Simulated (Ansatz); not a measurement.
Species: HSe, charge 0, doublet. HSe (SMILES [SeH], doublet).
B3LYP-D3(BJ)/def2-TZVP minimum from Ansatz (a quantum-chemistry and plane-wave program):
```xyz
2

Se     0.0000     0.0000    -0.0421
H      0.0000     0.0000     1.4328
```
Charge 0, spin multiplicity 2.

Total energies in hartree (Ansatz). UHF or UKS for unpaired electrons; spin-orbit terms are left out. Cores are frozen in correlated methods (noble-gas shells, and filled d and f shells in the p block). No relativity. For partners of very few electrons the exact lower level stands in for a higher one.

| species | HF/cc-pVTZ | CCSD(T)/cc-pVTZ | HF/cc-pVQZ | CCSD(T)/cc-pVQZ | CCSD(T)/cc-pV5Z | CCSDT(Q)/cc-pV5Z |
|---|---|---|---|---|---|---|
| 1: HSe (SMILES [SeH], doublet) | -2400.45463 | -2400.61412 | -2400.45803 | -2400.62962 | -2400.63403 | -2400.63492 |
| 2: Se (triplet) | -2399.87209 | -2399.99441 | -2399.87500 | -2400.00700 | -2400.01064 | -2400.01137 |
| 3: H (doublet) | -0.49981 | -0.49981 | -0.49995 | -0.49995 | -0.49999 | -0.49999 |

**Question.** Work out the atomisation energy (electronic, to ground-state atoms) in kcal/mol: take Hartree-Fock from cc-pVQZ, extrapolate the CCSD(T) correlation energy as X^-3 (X = 3, 4), and add CCSDT(Q) - CCSD(T) in cc-pV5Z. 1 hartree = 627.51 kcal/mol.

**Answer.** 
Species 1: correlation (64·(-0.17159) - 27·(-0.15949))/37 = -0.18042; step -0.00089; E1 = -2400.45803 + (-0.18042) + (-0.00089) = -2400.63934
Species 2: correlation (64·(-0.13200) - 27·(-0.12232))/37 = -0.13906; step -0.00073; E2 = -2399.87500 + (-0.13906) + (-0.00073) = -2400.01479
Species 3: correlation (64·(0.00000) - 27·(0.00000))/37 = 0.00000; step +0.00000; E3 = -0.49995 + (0.00000) + (+0.00000) = -0.49995
-1·E1 +1·E2 +1·E3 = 0.12460 hartree = 78.2 kcal/mol.
